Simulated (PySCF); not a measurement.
W(NH)2(Br)(SH) (BrH₃N₂SW), SMILES [NH]=[W](=[NH])([SH])[Br], multiplicity 1. Coordinates come from a PBE-D3(BJ)/def2-SVP optimisation. The multiplicity is an assumed one; other spin states were not compared. The def2 effective core potentials stand for the cores of W; spin–orbit coupling is left out. One conformer was computed; it need not be the lowest.

Computed equilibrium geometry at PBE-D3(BJ)/def2-SVP (PySCF confirms it by a frequency run) as bond lengths and angles (one conformer of several):
Atoms: W1 N2 H3 N4 H5 Br6 S7 H8. Bond lengths (Å): W1–N2 1.762, W1–N4 1.761, W1–Br6 2.461, W1–S7 2.361, N2–H3 1.025, N4–H5 1.025, S7–H8 1.366. Bond angles (°): N2–W1–N4 112.1, N2–W1–Br6 108.5, N2–W1–S7 107.4, N4–W1–Br6 109.2, N4–W1–S7 102.8, Br6–W1–S7 116.8, W1–N2–H3 156.0, W1–N4–H5 154.6, W1–S7–H8 95.2.
Charge 0, spin multiplicity 1.
